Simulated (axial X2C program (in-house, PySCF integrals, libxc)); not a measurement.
**HZrF: properties at the nuclei**

Computed with an axial X2C code built on PySCF integrals: two-component X2C with atomic mean-field Coulomb and Gaunt terms, Gaussian nuclei, basis H dyall-v3z, Zr dyall-v3z, F dyall-av3z with contracted cores.

H–Zr–F held linear, with bonds 1.957 and 1.936 Å (near the PBE0 minimum at charge 0 of the determinant lowest at the starting distance; the state shown can have its own minimum elsewhere, held linear; other orders of the atoms were not compared).

Determinant lowest in the PBE0 search, Ω = 1 (⟨Sz⟩ = -1.00, ⟨Lz⟩ = 2.00 at PBE0), spin on the atoms H -0.01, Zr -0.99, F -0.01:

```csv
level,Eeff magnitude (GV/cm),Ws magnitude Zr (kHz),A∥/gI H (MHz),qzz H (a.u.),A∥/gI Zr (MHz),qzz Zr (a.u.),A∥/gI F (MHz),qzz F (a.u.),μ (D)
PBE0,1.54,0.694,0.602,0.06,-1010,-4.63,-5.52,-0.27,0.36
HF,1.47,0.657,2.13,0.06,-969,-5.21,0.823,-0.20,0.02
r2SCAN,1.44,0.639,0.846,0.06,-1110,-4.70,-6.49,-0.32,0.56
```

Determinant 0.09 eV from it at PBE0 and this distance, Ω = 3 (⟨Sz⟩ = 1.00, ⟨Lz⟩ = 2.00 at PBE0), spin on the atoms H 0.01, Zr 0.99, F 0.01:

```tsv
level	Eeff magnitude (GV/cm)	Ws magnitude Zr (kHz)	A∥/gI H (MHz)	qzz H (a.u.)	A∥/gI Zr (MHz)	qzz Zr (a.u.)	A∥/gI F (MHz)	qzz F (a.u.)	μ (D)
PBE0	1.54	0.23	1.8	0.06	636	-4.67	2.91	-0.27	0.36
HF	1.45	0.215	1.29	0.06	583	-5.23	-0.771	-0.20	0.02
r2SCAN	1.43	0.213	1.7	0.06	678	-4.75	4.28	-0.32	0.56
```

Eeff is the effective electric field on the electron electric dipole moment in this Ω state and Ws the scalar–pseudoscalar constant of the nucleus named (defined with the proton number Z and per Ω); A∥ (defined per Ω) follows by multiplying with gI = μI/(I μN); qzz is the electric field gradient, eQq0 = 234.96 MHz × Q/barn × qzz; μ is positive if the F end (last atom) is positive. The operators were transformed with the bare-nucleus X2C matrices; with these basis sets, hyperfine constants and field gradients can be off by tens of per cent, and where levels differ in sign neither size nor sign is settled.

Question: With gI(91Zr) = -0.5214, Q(91Zr) = -0.176 barn (g factors from the IAEA table of nuclear moments by Stone; Q from Pyykkö, Mol. Phys. 2018), turn the PBE0 values of the first state into constants in MHz.

Answer: A∥(91Zr) = -1010 × -0.5214 = 527 MHz; eQq0(91Zr) = 234.96 × (-0.176) × (-4.63) = 191 MHz.

The molecule was held linear; bending was not examined, so a bent shape may lie lower.

Each state is one determinant with collinear spin, which with several unpaired electrons need not be a pure state. Unrestricted Hartree–Fock can overshoot spin polarisation at the nuclei. With several open shells hyperfine constants can be off by a factor of several. Open-shell Ω = 0 determinants with evenly filled partner blocks cannot be reached by this program, so the Ω shown need not be the lowest component. The search compared states at one distance, so a state with another bond length can lie lower. Where a field gradient or hyperfine factor spreads by more than a factor of two over the levels, a constant derived from it is not to be relied on. PBE0 term energies can be off by some tenths of an eV.
